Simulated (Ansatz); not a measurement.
One geometry of In₁₂P₁₂H₃₀, a nanocrystal cut from wurtzite InP (hydrogen-capped), several levels of theory.

```yaml
crystal:
  periodic: [false, false, false]
  atoms:
    - {symbol: In, position_ang: [-0.000146, -4.985121, -0.170257]}
    - {symbol: P, position_ang: [0.001257, -4.702031, 2.490281]}
    - {symbol: In, position_ang: [-0.000891, -2.687218, -3.283175]}
    - {symbol: P, position_ang: [-1.979529, -1.142255, -4.082661]}
    - {symbol: P, position_ang: [0.000298, -2.441399, -0.761443]}
    - {symbol: In, position_ang: [-2.183822, -1.261198, -0.070469]}
    - {symbol: In, position_ang: [0.001774, -2.376324, 3.658221]}
    - {symbol: P, position_ang: [-1.968819, -1.137590, 2.541453]}
    - {symbol: In, position_ang: [-2.328643, 1.343432, -3.282244]}
    - {symbol: P, position_ang: [-2.114706, 1.220605, -0.760629]}
    - {symbol: In, position_ang: [-4.317433, 2.492101, -0.168128]}
    - {symbol: In, position_ang: [-2.055864, 1.188140, 3.659044]}
    - {symbol: P, position_ang: [-4.071617, 2.349306, 2.492311]}
    - {symbol: P, position_ang: [1.977019, -1.142136, -4.084235]}
    - {symbol: In, position_ang: [2.184644, -1.260729, -0.072139]}
    - {symbol: P, position_ang: [1.971456, -1.137335, 2.539953]}
    - {symbol: In, position_ang: [2.325849, 1.343755, -3.284290]}
    - {symbol: P, position_ang: [-0.001829, 2.284259, -4.083410]}
    - {symbol: P, position_ang: [2.113877, 1.221003, -0.762476]}
    - {symbol: In, position_ang: [-0.000258, 2.522344, -0.071765]}
    - {symbol: In, position_ang: [2.058932, 1.188395, 3.657458]}
    - {symbol: P, position_ang: [0.001026, 2.275675, 2.540318]}
    - {symbol: In, position_ang: [4.314933, 2.496322, -0.171820]}
    - {symbol: P, position_ang: [4.073652, 2.349422, 2.488808]}
    - {symbol: H, position_ang: [-1.566934, -5.652224, -0.532584]}
    - {symbol: H, position_ang: [1.565742, -5.653519, -0.533994]}
    - {symbol: H, position_ang: [-1.071451, -5.436993, 3.090273]}
    - {symbol: H, position_ang: [1.074292, -5.436996, 3.089684]}
    - {symbol: H, position_ang: [-0.001255, -4.196809, -4.147049]}
    - {symbol: H, position_ang: [-3.168335, -1.829056, -3.679211]}
    - {symbol: H, position_ang: [-2.174145, -1.254296, -5.498136]}
    - {symbol: H, position_ang: [-3.633969, -2.098657, -0.565380]}
    - {symbol: H, position_ang: [0.002684, -2.429470, 5.396734]}
    - {symbol: H, position_ang: [-3.126160, -1.805720, 3.063194]}
    - {symbol: H, position_ang: [-3.636211, 2.098263, -4.145746]}
    - {symbol: H, position_ang: [-5.679149, 1.469932, -0.531526]}
    - {symbol: H, position_ang: [-4.112567, 4.182719, -0.530020]}
    - {symbol: H, position_ang: [-2.100568, 1.214640, 5.397601]}
    - {symbol: H, position_ang: [-5.243711, 1.785701, 3.091821]}
    - {symbol: H, position_ang: [-4.173257, 3.645356, 3.092969]}
    - {symbol: H, position_ang: [2.171114, -1.254513, -5.499755]}
    - {symbol: H, position_ang: [3.166195, -1.828458, -3.681088]}
    - {symbol: H, position_ang: [3.634721, -2.097790, -0.567924]}
    - {symbol: H, position_ang: [3.129281, -1.805185, 3.061008]}
    - {symbol: H, position_ang: [3.632594, 2.098868, -4.148787]}
    - {symbol: H, position_ang: [-0.002595, 2.509235, -5.498822]}
    - {symbol: H, position_ang: [-0.001766, 3.657067, -3.679559]}
    - {symbol: H, position_ang: [-0.000435, 4.196699, -0.567438]}
    - {symbol: H, position_ang: [2.105280, 1.215146, 5.395951]}
    - {symbol: H, position_ang: [0.001305, 3.612022, 3.062074]}
    - {symbol: H, position_ang: [5.678695, 1.478251, -0.538844]}
    - {symbol: H, position_ang: [4.105109, 4.186967, -0.530829]}
    - {symbol: H, position_ang: [5.245988, 1.783080, 3.085250]}
    - {symbol: H, position_ang: [4.178336, 3.644327, 3.091415]}
basis:
  gaussian: {orbitals: def2-SVP, fitting: {mean_field: def2-universal-jkfit}, initial_orbitals: start.molden}
hamiltonian: {xc: pbe, dispersion: d4}
scf: {omitted_lower_state_checks: [starts]}
output: {forces: true, orbitals: {seedname: orbitals}}
```

The file start.molden holds the orbitals of an earlier run on this structure, at another level or in another basis.

```sh
$ ansatz run in.yaml --threads 4 --pin off --events-out ev --progress --plain --max-ram 66560MiB --backend cuda --devices 0, --max-vram 37GiB
```

It prints (some lines left out):

```
Functional definition: PBE
4692 factors; integrals over basis functions are off by at most 3.3e-1 eV
mean field evaluation 1: about -173963.5730 eV, gradient 1.6e1 eV
mean field evaluation 2: about -173964.2962 eV, gradient 6.7e-1 eV
mean field evaluation 4: about -173964.3117 eV, gradient 3.0e-3 eV
mean field -173964.31174813 eV, -6393.0705394981 hartree, gradient 2.0e-5 eV, S^2 0.000000; 0 other end points of the search recorded, 0 dependent functions left out
reference -173964.31189471 eV, -6393.0705448847 hartree; 231, 231 occupied and 447, 447 virtual orbitals, 4692 factors
Total energy: -173968.56461107 eV, -6393.2268293283 hartree
Atom 0 at    -0.000146    -4.985121    -0.170257 Å, force     0.000292    -0.006388     0.005920 eV/Å
Atom 1 at     0.001257    -4.702031     2.490281 Å, force    -0.000155     0.000261    -0.002370 eV/Å
Atom 2 at    -0.000891    -2.687218    -3.283175 Å, force     0.000075     0.003771     0.010825 eV/Å
Atom 3 at    -1.979529    -1.142255    -4.082661 Å, force     0.009358     0.005415    -0.004516 eV/Å
Atom 4 at     0.000298    -2.441399    -0.761443 Å, force    -0.000349     0.005497    -0.010525 eV/Å
Atom 5 at    -2.183822    -1.261198    -0.070469 Å, force     0.004986     0.002669    -0.001546 eV/Å
Atom 6 at     0.001774    -2.376324     3.658221 Å, force     0.000173    -0.000348    -0.000549 eV/Å
Atom 7 at    -1.968819    -1.137590     2.541453 Å, force     0.000897     0.000608     0.002218 eV/Å
Atom 8 at    -2.328643     1.343432    -3.282244 Å, force     0.003371    -0.001685     0.010767 eV/Å
Atom 9 at    -2.114706     1.220605    -0.760629 Å, force     0.004541    -0.002999    -0.010506 eV/Å
Atom 10 at    -4.317433     2.492101    -0.168128 Å, force    -0.005706     0.003502     0.005822 eV/Å
Atom 11 at    -2.055864     1.188140     3.659044 Å, force    -0.000385    -0.000180    -0.000368 eV/Å
Atom 12 at    -4.071617     2.349306     2.492311 Å, force     0.000313    -0.000058    -0.002274 eV/Å
Atom 13 at     1.977019    -1.142136    -4.084235 Å, force    -0.009543     0.005634    -0.004492 eV/Å
Atom 14 at     2.184644    -1.260729    -0.072139 Å, force    -0.004653     0.002595    -0.001067 eV/Å
Atom 15 at     1.971456    -1.137335     2.539953 Å, force    -0.001156     0.000379     0.002464 eV/Å
Atom 16 at     2.325849     1.343755    -3.284290 Å, force    -0.003354    -0.001723     0.010788 eV/Å
Atom 17 at    -0.001829     2.284259    -4.083410 Å, force    -0.000027    -0.010957    -0.004447 eV/Å
Atom 18 at     2.113877     1.221003    -0.762476 Å, force    -0.004589    -0.002661    -0.010598 eV/Å
Atom 19 at    -0.000258     2.522344    -0.071765 Å, force     0.000156    -0.005179    -0.001262 eV/Å
Atom 20 at     2.058932     1.188395     3.657458 Å, force     0.000305     0.000017    -0.000802 eV/Å
Atom 21 at     0.001026     2.275675     2.540318 Å, force     0.000049    -0.001170     0.002469 eV/Å
Atom 22 at     4.314933     2.496322    -0.171820 Å, force     0.005536     0.003354     0.005984 eV/Å
Atom 23 at     4.073652     2.349422     2.488808 Å, force    -0.000189    -0.000173    -0.002160 eV/Å
Atom 24 at    -1.566934    -5.652224    -0.532584 Å, force     0.004709     0.001509    -0.001350 eV/Å
Atom 25 at     1.565742    -5.653519    -0.533994 Å, force    -0.004561     0.001462    -0.001574 eV/Å
Atom 26 at    -1.071451    -5.436993     3.090273 Å, force    -0.000253    -0.000427     0.000590 eV/Å
Atom 27 at     1.074292    -5.436996     3.089684 Å, force     0.000300    -0.000715     0.000090 eV/Å
Atom 28 at    -0.001255    -4.196809    -4.147049 Å, force    -0.000007     0.002650     0.002261 eV/Å
Atom 29 at    -3.168335    -1.829056    -3.679211 Å, force    -0.002018    -0.001064    -0.001996 eV/Å
Atom 30 at    -2.174145    -1.254296    -5.498136 Å, force     0.000886     0.000447     0.001013 eV/Å
Atom 31 at    -3.633969    -2.098657    -0.565380 Å, force    -0.004077    -0.002377    -0.002380 eV/Å
Atom 32 at     0.002684    -2.429470     5.396734 Å, force    -0.000069    -0.001063    -0.000757 eV/Å
Atom 33 at    -3.126160    -1.805720     3.063194 Å, force     0.003775     0.002238     0.004547 eV/Å
Atom 34 at    -3.636211     2.098263    -4.145746 Å, force     0.002203    -0.001499     0.002305 eV/Å
Atom 35 at    -5.679149     1.469932    -0.531526 Å, force     0.003761     0.003295    -0.001295 eV/Å
Atom 36 at    -4.112567     4.182719    -0.530020 Å, force    -0.001111    -0.004728    -0.001569 eV/Å
Atom 37 at    -2.100568     1.214640     5.397601 Å, force    -0.000987     0.000553    -0.000823 eV/Å
Atom 38 at    -5.243711     1.785701     3.091821 Å, force    -0.000448    -0.000020     0.000472 eV/Å
Atom 39 at    -4.173257     3.645356     3.092969 Å, force    -0.000550     0.000621     0.000042 eV/Å
Atom 40 at     2.171114    -1.254513    -5.499755 Å, force    -0.000999     0.000590     0.001035 eV/Å
Atom 41 at     3.166195    -1.828458    -3.681088 Å, force     0.002111    -0.001163    -0.001868 eV/Å
Atom 42 at     3.634721    -2.097790    -0.567924 Å, force     0.004142    -0.002285    -0.002557 eV/Å
Atom 43 at     3.129281    -1.805185     3.061008 Å, force    -0.003895     0.002229     0.004246 eV/Å
Atom 44 at     3.632594     2.098868    -4.148787 Å, force    -0.002225    -0.001377     0.002288 eV/Å
Atom 45 at    -0.002595     2.509235    -5.498822 Å, force     0.000082    -0.001110     0.001088 eV/Å
Atom 46 at    -0.001766     3.657067    -3.679559 Å, force     0.000092     0.002366    -0.002018 eV/Å
Atom 47 at    -0.000435     4.196699    -0.567438 Å, force    -0.000081     0.004603    -0.002333 eV/Å
Atom 48 at     2.105280     1.215146     5.395951 Å, force     0.000832     0.000545    -0.000716 eV/Å
Atom 49 at     0.001305     3.612022     3.062074 Å, force    -0.000216    -0.004336     0.004072 eV/Å
Atom 50 at     5.678695     1.478251    -0.538844 Å, force    -0.003652     0.003040    -0.001501 eV/Å
Atom 51 at     4.105109     4.186967    -0.530829 Å, force     0.001184    -0.004815    -0.001591 eV/Å
Atom 52 at     5.245988     1.783080     3.085250 Å, force     0.000662     0.000077     0.000273 eV/Å
Atom 53 at     4.178336     3.644327     3.091415 Å, force     0.000461     0.000573     0.000231 eV/Å
Dipole moment:     0.000234    -0.001215    -0.337786 e Å
Checks for a lower state left out: starts
```

It took 11 s on 4 threads of AMD EPYC 7R13 on a shared host and a share (37 GiB) of an NVIDIA H100 80GB HBM3, peak host memory 1.3 GiB.

First input, but with `hamiltonian: {xc: pbe0, dispersion: d4}` (abridged; 14 s):

```
Functional definition: PBE0
mean field -173975.97572746 eV, -6393.4991828324 hartree, gradient 1.3e-5 eV, S^2 0.000000
Total energy: -173979.89586694 eV, -6393.6432453010 hartree
Atom 0 force     0.000330     0.046640     0.032342 eV/Å
Atom 1 force    -0.000114    -0.167188     0.214885 eV/Å
Atom 2 force     0.000088     0.050888     0.031536 eV/Å
Atom 3 force    -0.193425    -0.111682    -0.129415 eV/Å
Atom 4 force    -0.000460    -0.003557    -0.100530 eV/Å
Atom 5 force     0.033971     0.019315     0.026774 eV/Å
Atom 6 force     0.000165     0.016744    -0.064169 eV/Å
Atom 7 force    -0.118512    -0.068352     0.106272 eV/Å
Atom 8 force     0.044212    -0.025235     0.031411 eV/Å
Atom 9 force    -0.003479     0.001556    -0.100491 eV/Å
Atom 10 force     0.040173    -0.022932     0.032233 eV/Å
Atom 11 force     0.014318    -0.008740    -0.064060 eV/Å
Atom 12 force    -0.144746     0.083331     0.215117 eV/Å
Atom 13 force     0.193225    -0.111402    -0.129415 eV/Å
Atom 14 force    -0.033634     0.019211     0.027318 eV/Å
Atom 15 force     0.118343    -0.068513     0.106461 eV/Å
Atom 16 force    -0.044144    -0.025282     0.031481 eV/Å
Atom 17 force    -0.000136     0.223241    -0.129261 eV/Å
Atom 18 force     0.003303     0.002090    -0.100576 eV/Å
Atom 19 force     0.000207    -0.038546     0.027090 eV/Å
Atom 20 force    -0.014419    -0.008523    -0.064522 eV/Å
Atom 21 force     0.000075     0.136536     0.106734 eV/Å
Atom 22 force    -0.040282    -0.023161     0.032461 eV/Å
Atom 23 force     0.145431     0.082606     0.215117 eV/Å
Atom 24 force     0.135521     0.048414     0.021349 eV/Å
Atom 25 force    -0.135309     0.048481     0.021231 eV/Å
Atom 26 force     0.167268     0.134840    -0.115880 eV/Å
Atom 27 force    -0.167287     0.134538    -0.116328 eV/Å
Atom 28 force     0.000029     0.144921     0.089096 eV/Å
Atom 29 force     0.196154     0.113422    -0.051397 eV/Å
Atom 30 force     0.058768     0.033807     0.246204 eV/Å
Atom 31 force     0.127412     0.073571     0.036303 eV/Å
Atom 32 force    -0.000163     0.001320    -0.162794 eV/Å
Atom 33 force     0.194564     0.112379    -0.085668 eV/Å
Atom 34 force     0.125436    -0.072652     0.089109 eV/Å
Atom 35 force     0.109877     0.093035     0.021503 eV/Å
Atom 36 force    -0.025804    -0.141483     0.021076 eV/Å
Atom 37 force     0.000946    -0.000636    -0.162858 eV/Å
Atom 38 force     0.200348     0.077775    -0.115955 eV/Å
Atom 39 force     0.033059    -0.211984    -0.116595 eV/Å
Atom 40 force    -0.058802     0.034009     0.246252 eV/Å
Atom 41 force    -0.196114     0.113241    -0.051215 eV/Å
Atom 42 force    -0.127347     0.073639     0.036201 eV/Å
Atom 43 force    -0.194772     0.112317    -0.085867 eV/Å
Atom 44 force    -0.125387    -0.072538     0.089185 eV/Å
Atom 45 force     0.000224    -0.067997     0.246271 eV/Å
Atom 46 force     0.000097    -0.226420    -0.051478 eV/Å
Atom 47 force    -0.000084    -0.147218     0.036383 eV/Å
Atom 48 force    -0.001264    -0.000674    -0.162751 eV/Å
Atom 49 force    -0.000274    -0.224637    -0.086203 eV/Å
Atom 50 force    -0.109983     0.092458     0.021596 eV/Å
Atom 51 force     0.026283    -0.141524     0.020789 eV/Å
Atom 52 force    -0.200191     0.078367    -0.115649 eV/Å
Atom 53 force    -0.033694    -0.211814    -0.116702 eV/Å
Dipole moment:     0.000223    -0.001254    -0.370831 e Å
Checks for a lower state left out: starts
```

First input, but with `hamiltonian: {xc: r2scan, dispersion: d4}`, `output: {orbitals: {seedname: orbitals}}` (abridged; 9.5 s):

```
Functional definition: r2SCAN
mean field -174033.68964747 eV, -6395.6201302730 hartree, gradient 2.5e-5 eV, S^2 0.000000
Total energy: -174034.92526081 eV, -6395.6655382254 hartree
Checks for a lower state left out: starts
```

Geometry: PBE-D4/def2-SVP.

In the def2 sets In takes a core potential; there is no spin–orbit coupling. Single mean-field runs in def2-SVP are fitted with def2-universal-jkfit.
